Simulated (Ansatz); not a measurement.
C₅H₁₃BO, singlet, geometry from GFN2-xTB, with bond 12-8 at 1.4 times its length; CASSCF(6,5)/STO-3G (Ansatz, a first-principles code).

Here is a job for Ansatz.
Ansatz 0.2 input:
```yaml
crystal:
  periodic: [false, false, false]
  atoms:
    - {symbol: B, position_ang: [0.00545787, -0.77004757, 1.23277003]}
    - {symbol: H, position_ang: [-0.98498080, -1.12221672, 1.78197372]}
    - {symbol: O, position_ang: [1.16322366, -1.38818709, 1.43566517]}
    - {symbol: C, position_ang: [1.35179927, -2.48210633, 2.29525649]}
    - {symbol: H, position_ang: [0.41872283, -2.78084129, 2.78173706]}
    - {symbol: H, position_ang: [1.74238384, -3.32113944, 1.71447709]}
    - {symbol: H, position_ang: [2.08556864, -2.20800980, 3.05710540]}
    - {symbol: C, position_ang: [0.00045606, 0.47189654, 0.23769048]}
    - {symbol: C, position_ang: [-1.17802559, 0.46855968, -0.74237691]}
    - {symbol: C, position_ang: [-1.26831884, 1.73640446, -1.59420044]}
    - {symbol: C, position_ang: [-0.11834163, 1.87887765, -2.58439911]}
    - {symbol: H, position_ang: [-0.08237444, 1.75742900, 1.06689687]}
    - {symbol: H, position_ang: [0.93707526, 0.51940917, -0.31732305]}
    - {symbol: H, position_ang: [-1.09616671, -0.39913409, -1.40088783]}
    - {symbol: H, position_ang: [-2.10572163, 0.36261031, -0.17516182]}
    - {symbol: H, position_ang: [-2.20968580, 1.71640284, -2.14970247]}
    - {symbol: H, position_ang: [-1.29160139, 2.60954472, -0.93779620]}
    - {symbol: H, position_ang: [-0.06082955, 1.00307391, -3.22747168]}
    - {symbol: H, position_ang: [0.83065759, 1.98824471, -2.06644032]}
    - {symbol: H, position_ang: [-0.26520808, 2.75586399, -3.21148531]}
basis:
  gaussian:
    orbitals: STO-3G
hamiltonian:
  xc: hf
magnetization: {spin_polarized: false}
correlation: {active_space: {window: {electrons: 6, orbitals: 5}}}
```

What the program printed (banner, timings and long lists left out):

```
Functional definition: HF
683 factors; integrals over basis functions are off by at most 9.5e-5 eV
mean field evaluation 1: about -7965.1737 eV, gradient 2.4e1 eV
mean field evaluation 2: about -7965.5945 eV, gradient 2.3e1 eV
mean field evaluation 4: about -7967.7129 eV, gradient 2.0e0 eV
mean field evaluation 8: about -7967.7277 eV, gradient 2.2e-4 eV
mean field -7967.72773774 eV, -292.8085936420 hartree, gradient 1.1e-6 eV, S^2 0.000000; 0 other end points of the search recorded, 0 dependent functions left out
reference -7967.72773774 eV, -292.8085936420 hartree; 28, 28 occupied and 20, 20 virtual orbitals, 683 factors
state -7969.13942609 eV, -292.8604722321 hartree
Total energy: -7969.13942609 eV, -292.8604722321 hartree
```
